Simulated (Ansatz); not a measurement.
Consider the formal exchange of groups at the Si–C bond: `[SiH3]/C=C/Cl` + `[F][Al]1[CH2][O]1` → `[SiH3][Al]1[CH2][O]1` + `F/C=C/Cl`.

Program: Ansatz. Geometries: PBE0-D4/def2-TZVP. ΔE: electronic, gas phase. CCSD(T)/CBS adds triple-zeta CCSD(T) − MP2 to the extrapolated MP2 energy (def2 sets, frozen cores). Double bonds are as drawn, so ΔE can hold a change between cis and trans. Functionals use def2-TZVPP. B3LYP here is the variant with VWN-RPA as its local correlation; programs differ in this.

CCSD(T)/CBS gives +248.6 kJ/mol.

Another level gave +243.6 kJ/mol. Which?
A. PBE0/def2-TZVPP
B. BHLYP-D4/def2-TZVPP
C. BLYP/def2-TZVPP
D. B3LYP/def2-TZVPP

B. BHLYP-D4 243.6, B3LYP 230.7, PBE0 216.9, BLYP 223.6 kJ/mol.

Largest T1 diagnostic among the species: 0.017.

From BLYP to BHLYP (50 % exact exchange), in def2-TZVPP and without D4, ΔE moves by +17.8 kJ/mol. The D4 term adds +4.1 kJ/mol with B3LYP and +2.1 kJ/mol with PBE0; it sums over pairs of atoms, weighted by their polarisabilities, and B3LYP, whose exchange is more repulsive, gets the larger term.
